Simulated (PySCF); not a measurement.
Run record: geometry optimisation, `Cc1ccc([Se]C#N)cc1`.

Method: PBE0-D3(BJ)/def2-SVP geometry optimisation, gas phase (PySCF 2.14.0). Start geometry: GFN2-xTB. A driver script takes a list of jobs; this job's settings line and coordinates (Å) are shown.

Command:
```bash
OMP_NUM_THREADS=1 python probes_run.py task.json out
```

Input:
```
{"job": {"xc": "PBE0", "basis": "def2-SVP", "d3": "d3bj", "grid": 1, "shake": 0.01, "kind": "geom"}, "charge": 0, "multiplicity": 1}
C     -2.718060    -0.613630    -0.018480
C     -1.314120    -0.153830    -0.086300
C     -0.321400    -0.968800     0.409860
C      1.057310    -0.574790     0.381210
C      1.348860     0.647390    -0.171610
Se     3.169650     1.298720    -0.262070
C      4.008200    -0.129090     0.508380
N      4.567840    -1.003930     0.984980
C      0.362110     1.490910    -0.648730
C     -0.959480     1.077780    -0.617100
H     -2.844900    -1.624870    -0.338910
H     -3.098020    -0.524900     1.009150
H     -3.395750     0.049580    -0.658320
H     -0.573120    -1.923350     0.850760
H      1.788400    -1.236510     0.778680
H      0.626830     2.458950    -1.085700
H     -1.720860     1.742190    -1.025620
```

Output:
```
step   0  E = -2764.08273337  max force = 0.055033
step   1  E = -2764.08916238  max force = 0.007616
step   2  E = -2764.08942523  max force = 0.003229
step   3  E = -2764.08959361  max force = 0.001457
step   4  E = -2764.08961834  max force = 0.001599
step   5  E = -2764.08961427  max force = 0.001280
step   6  E = -2764.08963883  max force = 0.000433
step   7  E = -2764.08964218  max force = 0.000337
optimisation converged
```

Energies in Eh; «max force» is the largest Cartesian gradient component in Eh/bohr.

How much energy does the optimisation release, in eV?

E(step 0) − E(last step) = 0.006909 Eh, which is 0.188 eV.

In short: final energy -2764.08964 Eh after 7 steps; dipole 4.45 D.

Give the final coordinates.

0.086 Å rms from the input after alignment:
```
atom  x, y, z in Å
C1    -2.7362   -0.6633   -0.1057
C2    -1.3096   -0.1994   -0.1268
C3    -0.2837   -0.9898    0.4039
C4     1.0403   -0.5596    0.4200
C5     1.3557    0.6908   -0.1083
Se6    3.1343    1.4113   -0.1518
C7     4.0065    0.0096    0.6279
N8     4.5834   -0.8695    1.1232
C9     0.3549    1.4993   -0.6491
C10   -0.9622    1.0492   -0.6540
H11   -2.8076   -1.7524   -0.2384
H12   -3.2135   -0.4201    0.8583
H13   -3.3299   -0.1810   -0.8955
H14   -0.5215   -1.9738    0.8171
H15    1.8176   -1.2010    0.8402
H16    0.5922    2.4795   -1.0721
H17   -1.7386    1.6882   -1.0830
```

How long does this job take on AMD EPYC 7R43, one thread, no GPU, on a shared host? And the peak memory of the process?

About 2.6 min, with 0.89 GiB resident at the peak, the Python interpreter and its libraries included.
Labels such as C1 count atoms from 1, the log's own numbers from 0.
